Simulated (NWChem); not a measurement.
System: CH4CdO; SMILES [O](C)[CdH]

```xyz
7

Cd     0.0067     0.6312    -0.0002
H      0.4535     2.2135     0.0065
O     -0.5290    -1.2641     0.0003
C      0.3050    -2.3712    -0.0001
H      0.9712    -2.4351     0.8871
H     -0.3055    -3.2952     0.0064
H      0.9621    -2.4415    -0.8935
```
Atoms are numbered in this order, from 1.

Computed with NWChem. Medium grid unless said otherwise, to which SCAN and Minnesota functionals are sensitive. Geometry: optimised at PBE0/def2-SVP. def2 effective core potentials on Cd; no spin-orbit coupling. Hybrids' shares of exact exchange are those that their runs print; pure functionals count as 0. The functionals differ in more than this share.

| row | share of exact exchange | orbital gap (eV) |
|---|---|---|
| PBE/def2-SVP | 0.00 | 4.12 |
| N12/def2-SVP | 0.00 | 4.14 |
| TPSSh/def2-SVP | 0.10 | 5.27 |
| B3LYP/def2-SVP | 0.20 | 5.76 |
| PBE0/def2-SVP | 0.25 | 6.29 |
| BHandHLYP/def2-SVP | 0.50 | 8.27 |
| M06-2X/def2-SVP | 0.54 | withheld |

Question: Fit a straight line of the last column on the one before it, predict the withheld value, and compare with the run.

Answer: 
1. Means of the 6 shown rows: x = 0.175, y = 5.642. Slope Σ(x − x̄)(y − ȳ)/Σ(x − x̄)² = 1.463/0.1787 = 8.183; intercept 4.210.
2. The shown rows scatter about the line by 0.116 (root mean square); the largest residual is +0.24, at TPSSh/def2-SVP.
3. At x = 0.54 (M06-2X/def2-SVP; beyond the shown range) the line gives 8.63.
4. The run gives 8.13, -0.50 from the line, 4.3 times the scatter.
